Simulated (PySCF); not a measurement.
Numbering as in the mapped SMILES `[CH3:1][CH2:2][C@H:3]1[CH2:4][P@H:5](=[O:6])[CH2:7]1` (H(Xn): hydrogen on atom n). Ha(C4), Ha(C7) are cis to C2 on the ring; Hb(C4), Hb(C7) are trans to C2 on the ring.

PySCF 2.14 calculation with structure optimised with GFN2-xTB and NMR shieldings at PBE0/pcSseg-1/GIAO; relativity neglected, single conformer, equivalent nuclei averaged, no solvent model.

Problem. Predict the 2D correlation tables (HSQC, COSY, HMBC).

Solution. 

HSQC (one-bond C–H):
```csv
δH,δC
2.68 (Hb(C4)/Hb(C7)),43.7 (C4/C7)
2.15 (Ha(C4)/Ha(C7)),43.7 (C4/C7)
1.77 (H(C3)),26.8 (C3)
1.25 (H(C2)),36.5 (C2)
0.96 (H(C1)),14.6 (C1)
```

COSY cross peaks (H two or three bonds apart, from the bond graph; peaks can be absent where the dihedral angle is near 90°):
```csv
δH,δH
7.72 (H(P5)),2.68 (Hb(C4)/Hb(C7))
7.72 (H(P5)),2.15 (Ha(C4)/Ha(C7))
2.68 (Hb(C4)/Hb(C7)),2.15 (Ha(C4)/Ha(C7))
2.68 (Hb(C4)/Hb(C7)),1.77 (H(C3))
2.15 (Ha(C4)/Ha(C7)),1.77 (H(C3))
1.77 (H(C3)),1.25 (H(C2))
1.25 (H(C2)),0.96 (H(C1))
```

HMBC (two and three bonds, from the bond graph):
```csv
δH,δC
7.72 (H(P5)),"43.7 (C4/C7), 26.8 (C3)"
2.68 (Hb(C4)/Hb(C7)),"43.7 (C4/C7), 36.5 (C2), 26.8 (C3)"
2.15 (Ha(C4)/Ha(C7)),"43.7 (C4/C7), 36.5 (C2), 26.8 (C3)"
1.77 (H(C3)),"43.7 (C4/C7), 36.5 (C2), 14.6 (C1)"
1.25 (H(C2)),"43.7 (C4/C7), 26.8 (C3), 14.6 (C1)"
0.96 (H(C1)),"36.5 (C2), 26.8 (C3)"
```

Scale: ¹H, ¹³C against TMS (reference shieldings calculated alike).

Short H···H contacts in this conformer between protons four or more bonds apart (candidates for NOE cross peaks, intensity ∝ r⁻⁶): H(C1)···Ha(C7) 2.31 Å, H(C2)···Ha(C4) 2.46 Å, H(C1)···H(C3) 2.51 Å, H(C2)···H(P5) 2.60 Å.

Shifts are as computed. Against solution values, carbons near 30 ppm lie about +3 ppm off and those near 130 ppm about +5 ppm. Of 1211 compounds with measured shifts, 218 miss one by over three times the rms of a fit or turn the order of signals round; such compounds aren't used in these exercises.
